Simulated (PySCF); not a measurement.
# Removing the step error of a finite difference

System: C₃H₉AlClN, singlet, at a GFN2-xTB geometry (such geometries of metal compounds can be far from the true shape). Level: PBE/6-31G, polarisability in PySCF. Sums are taken with unrounded values, so a last digit can differ.

Second differences of the energy in a field along z gave a polarisability along z of 70.441 bohr³ at step 0.005 and 70.725 bohr³ at step 0.02 (atomic units).

### Question
Extrapolate to zero step.

### Answer
The leading error of a symmetric difference goes as h², so A(h) = A0 + c h². Then c = (70.725 - (70.441))/(0.02² - 0.005²) = 756 (atomic units) and A0 = 70.441 - c × 0.005² = 70.422 bohr³. The analytic value from the same program and level is 70.423 bohr³: the smaller step missed it by 0.019, the extrapolation by 0.000.
